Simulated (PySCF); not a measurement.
**Calculated NMR parameters of Cc1nnc([Si](C)(C)C)[nH]1**

- Formula: C6H13N3Si
- SMILES: Cc1nnc([Si](C)(C)C)[nH]1
- Point group of the computed structure: Cs
- Degrees of unsaturation: 3
- Carbon signals: 4
- Proton signals: 3

Bonds (- single, = double, # triple, : aromatic): C1-C2, C2:N3, N3:N4, N4:C5, C5-Si6, Si6-C7, Si6-C8, Si6-C9, C5:N10, N10:C2. C1 carries H11, H12, H13; C7 carries H14, H15, H16; C8 carries H17, H18, H19; C9 carries H20, H21, H22; N10 carries H23.

Averaged over atoms made equivalent by symmetry, fast rotation or ring inversion, a single conformation, non-relativistic, isolated molecule. GIAO PBE0/pcSseg-1 shieldings; geometry from GFN2-xTB; PySCF.

Chemical shifts δ = σref − σ; 1H (σ = 31.72 ppm), 13C (σ = 186.93 ppm), 29Si (σ = 349.16 ppm) against TMS; 15N (σ = 267.73 ppm) against NH3, all at this level.

| carbon | δC, type | δH (multiplicity) | HMBC from (2–3 bonds) | span of the C tensor (ppm) |
| --- | --- | --- | --- | --- |
| C1 | 13.0, CH3 | 2.56 (s) | – | 29 |
| C2 | 151.1, C | – | H11/H12/H13 | 160 |
| C5 | 156.9, C | – | H14/H15/H16/H17/H18/H19/H20/H21/H22 | 173 |
| C7/C8/C9 | -0.9, CH3 | 0.32 (s) | H14/H15/H16/H17/H18/H19/H20/H21/H22 | 10 |

Other nuclei:
```csv
atoms,nucleus,environment,δ (ppm),σ (ppm)
H23,1H,hydrogen on a pyrrole-type ring nitrogen,8.51,23.21
Si6,29Si,silicon bonded to 4 C,-13.4,362.5
N4,15N,pyridine-type nitrogen of an azole,382.6,-114.9
N3,15N,pyridine-type nitrogen of an azole,363.8,-96.0
N10,15N,pyrrole-type ring nitrogen,193.7,74.0
```

- Carbon types of the structure: 2 × C, 4 × CH3, leaving 1 H on heteroatoms.
- δC 156.9, 151.1: substituted aromatic carbon next to a ring nitrogen.
- δC -0.9: methyl carbon bonded to Si; an electropositive neighbour leaves it electron-rich and shielded.
- δH 8.51: hydrogen on a pyrrole-type ring nitrogen; exchangeable, gas-phase position.
- δH 2.56: hydrogen on a methyl carbon on an aromatic ring; benzylic-type position, deshielded by the ring.
- δH 0.32: hydrogen on a methyl carbon bonded to Si; an electropositive neighbour shields it, as in TMS itself.

Exchangeable OH/NH protons stand at their gas-phase positions; hydrogen bonding in a real sample shifts them, mostly to higher δ. Shifts are as computed. Against solution values, carbons near 30 ppm lie about +3 ppm off and those near 130 ppm about +5 ppm. Of 1211 compounds with measured shifts, 218 miss one by over three times the rms of a fit or turn the order of signals round; such compounds aren't used in these exercises. Experimental scales use liquid or dissolved standards, which lie at an offset from isolated NH3 (liquid NH3: subtract about 20 ppm). Unscaled 15N shifts of sp2 nitrogen come out 20 to 40 ppm too high even then. Multiplicities follow the n + 1 count of equivalent neighbours, as no J values were calculated; m marks all less simple cases, F and P coupling included.
